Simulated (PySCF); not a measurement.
**Energy of As²⁺ (arsenic, charge +2) between two integer charges**

The 4p alpha orbital of [Ar] 3d10 4s2 4p1 is emptied in steps (occupation f), with all orbitals relaxed, ending at [Ar] 3d10 4s2. Computed with PySCF 2.14 in aug-pcseg-2, with the non-relativistic Hamiltonian (point nucleus). The exact energy is a straight line in f; departures are measured from the line between the end points of the same method.

Question: Among UHF, LDA, PBE, PBE0, r2SCAN, LC-wPBE, BHandHLYP, wB97X, CAM-B3LYP, B3LYP, which shows the largest delocalisation error (convex curve), and which is closest to linear?

Answer: Most convex: LDA (-1.252 eV at f = 0.5); closest to linear: UHF (0.083 eV).

```csv
f,UHF (eV),LDA (eV),PBE (eV),PBE0 (eV),r2SCAN (eV),LC-wPBE (eV),BHandHLYP (eV),wB97X (eV),CAM-B3LYP (eV),B3LYP (eV)
1,0.000,0.000,0.000,0.000,0.000,0.000,0.000,0.000,0.000,0.000
0.9,0.030,-0.451,-0.437,-0.320,-0.415,-0.069,-0.216,-0.103,-0.208,-0.356
0.7,0.070,-1.052,-1.019,-0.744,-0.958,-0.158,-0.503,-0.243,-0.485,-0.829
0.5,0.083,-1.252,-1.209,-0.881,-1.126,-0.182,-0.597,-0.291,-0.575,-0.985
0.3,0.069,-1.049,-1.011,-0.734,-0.927,-0.147,-0.499,-0.247,-0.481,-0.824
0.1,0.029,-0.448,-0.430,-0.312,-0.385,-0.060,-0.213,-0.107,-0.205,-0.351
0,0.000,0.000,0.000,0.000,0.000,0.000,0.000,0.000,0.000,0.000
```

| method | E(f=0) − E(f=1) (eV) | −ε at f=1 (eV) | −ε at f=0.5 (eV) |
| --- | --- | --- | --- |
| UHF | 27.427 | 27.764 | 27.424 |
| LDA | 28.215 | 23.212 | 28.222 |
| PBE | 28.045 | 23.185 | 28.068 |
| PBE0 | 28.071 | 24.506 | 28.101 |
| r2SCAN | 28.273 | 23.652 | 28.363 |
| LC-wPBE | 28.236 | 27.458 | 28.266 |
| BHandHLYP | 28.027 | 25.626 | 28.036 |
| wB97X | 27.941 | 26.793 | 27.928 |
| CAM-B3LYP | 28.192 | 25.878 | 28.204 |
| B3LYP | 28.161 | 24.208 | 28.175 |

Reference removal energy between the ground levels: 28.349 ± 0.012 eV (measured; NIST Atomic Spectra Database, ionization energies). The calculation has no spin-orbit coupling. UHF lacks correlation.
